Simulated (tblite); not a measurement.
C6H11FS2Si.
Structure used (GFN2-xTB), in Å, numbered top down from 1:
```
atom  x, y, z in Å
C1    -2.036   -1.143    0.760
C2    -1.576   -0.016    0.241
C3    -2.473    0.984   -0.422
C4    -0.123    0.374    0.245
Si5    0.742   -0.220   -1.359
S6     2.738    0.579   -1.300
C7     3.201    0.097    0.397
S8     2.195    0.798    1.732
C9     0.635   -0.131    1.461
F10    0.940   -1.465    1.346
H11   -3.085   -1.383    0.733
H12   -1.402   -1.871    1.234
H13   -2.117    1.203   -1.428
H14   -2.477    1.918    0.140
H15   -3.492    0.613   -0.483
H16   -0.064    1.467    0.283
H17    0.154    0.418   -2.524
H18    0.783   -1.675   -1.404
H19    4.208    0.471    0.562
H20    3.179   -0.986    0.484
H21    0.061   -0.015    2.387
```

Computed values, GFN2-xTB/tblite, gas phase, harmonic and unscaled. Against measured fundamentals such values can be off by several per cent, at times by over 20. Modes of hydrogen on silicon can be 10 to 20 % off. One conformer, not necessarily the lowest.

Harmonic wavenumbers (cm⁻¹): 51.0, 73.8, 92.0, 137.9, 149.9, 169.6, 195.2, 208.5, 258.3, 297.5, 321.9, 390.9, 459.1, 469.3, 485.2, 514.5, 559.9, 598.2, 653.6, 678.4, 680.0, 711.6, 739.8, 744.2, 765.6, 813.3, 891.4, 917.3, 943.1, 985.6, 1016.7, 1040.5, 1085.9, 1096.6, 1140.7, 1177.6, 1189.5, 1220.3, 1275.2, 1306.0, 1389.9, 1401.5, 1432.1, 1479.7, 1484.9, 1722.1, 2328.0, 2366.7, 2927.5, 2930.4, 2995.2, 3000.8, 3018.0, 3029.8, 3053.5, 3113.5, 3147.4.

A = 1267, B = 677.0, C = 542.4 MHz; mass 194.006 u (most abundant isotopes); point group C1, symmetry number 1.

**Question.** Zero-point energy?

**Answer.** Half the sum of the wavenumbers: 33663 cm⁻¹ = 96.25 kcal/mol.

**Question.** Entropy at 200 K, 1 bar (ideal gas, RRHO, classical rotation)?

**Answer.** Translation 39.74, rotation 29.72, vibration 23.85: S = 93.3 cal/(mol K).

**Question.** And Cp and H(200 K) − H(0)?

**Answer.** Cp = 35.34 cal/(mol K), of which vibrations give 27.39 (their classical limit is 57 R = 113.3); H(200 K) − H(0) = 4.28 kcal/mol without the zero-point energy, 2.69 from vibrations.

**Question.** What must be added to the electronic energy to get the Gibbs energy at 200 K and 1 bar?

**Answer.** ZPE + [H(200 K) − H(0)] − T·S = 96.25 + 4.28 − 18.66 = 81.87 kcal/mol.

**Question.** Which modes carry the vibrational entropy at 200 K?

**Answer.** 51.0 cm⁻¹: 3.99; 73.8 cm⁻¹: 3.27; 92.0 cm⁻¹: 2.84; 137.9 cm⁻¹: 2.08; 149.9 cm⁻¹: 1.93; 169.6 cm⁻¹: 1.71 cal/(mol K); the other 51 give 8.03 together.

**Question.** Blend soft modes into free rotors: weight 1/[1 + (100 cm⁻¹/ν̃)⁴] for the oscillator and the rest for a rotor with moment μB/(μ + B), μ = h/(8π²ν), B = 10⁻⁴⁴ kg m². What vibrational entropy results?

**Answer.** 22.60 cal/(mol K) in place of 23.85, which changes −T·S at 200 K by +0.25 kcal/mol.

Hindered rotation and anharmonicity are outside this model. Other conformers, if any are populated, would add a mixing term that is left out. The structure is chiral; the term R ln 2 for an equal mix with its mirror image is left out.

On Arm Neoverse N1, one thread (shared host), this took 2.2 s wall. This covers the Hessian and the dipole derivatives.
